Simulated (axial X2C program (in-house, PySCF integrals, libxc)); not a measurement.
## Spin–orbit effects down a group: molecules with Ni (ions), HF

All values come from calculations with an axial X2C code built on PySCF integrals, spin-free (one-electron X2C) or two-component (2c: spin–orbit coupling with atomic mean-field Coulomb and Gaunt terms, which also bring small scalar terms), in Dyall basis sets with cores contracted in-house; open shells are unrestricted.

Basis sets: H dyall-v3z, K dyall-v3z, Li dyall-cv3z, Na dyall-cv3z, Ni dyall-cv3z, Ni dyall-v3z.

```tsv
molecule	spin-free state	Re (Å)	ωe (cm⁻¹)	De (eV)	2c state	Re 2c (Å)	ωe 2c (cm⁻¹)	De 2c (eV)
NiH⁺	M_S = 1, Λ = 2	1.556	1877.3	2.25	Ω = 3	1.557	1876.2	n/a
LiNi⁺	M_S = 1, Λ = 2	2.872	237.3	2.40	Ω = 3	2.873	237.3	n/a
NaNi⁺	?	?	?	?	?	?	?	?
KNi⁺	M_S = 1, Λ = 0	3.876	68.0	0.27	Ω = 3	3.691	74.0	n/a
```

Estimate the 2c Re and ωe of NaNi⁺ as the mean of its neighbours in the table.

Re ≈ 3.282 Å, ωe ≈ 155.7 cm⁻¹. The HF runs give the row below, so the estimate misses by 0.044 Å and 37.6 cm⁻¹.

| molecule | spin-free state | Re (Å) | ωe (cm⁻¹) | De (eV) | 2c state | Re 2c (Å) | ωe 2c (cm⁻¹) | De 2c (eV) |
| --- | --- | --- | --- | --- | --- | --- | --- | --- |
| NaNi⁺ | M_S = 1, Λ = 2 | 3.238 | 118.1 | 2.13 | Ω = 3 | 3.238 | 118.1 | n/a |

Fragments in 2c: Ni+ + H, Ni + Li+, Ni + Na+, Ni + K+. Each entry is the lowest single determinant of a limited PBE0 search at one distance. De goes to single-determinant-based atoms at the same level (for ions the charge split of lowest energy) and is withheld (n/a) where an atom does not fit its ground term or J level. Main or longest-lived isotopes. One determinant is a doubtful description, or other states lie close, for NiH⁺, LiNi⁺, NaNi⁺, KNi⁺; these need not be ground states, and all values refer to the states named. With several unpaired electrons the Ω given is that of one determinant, not necessarily of the lowest component. The lowest determinant changes configuration between the Hamiltonians for KNi⁺, so two states are compared there.
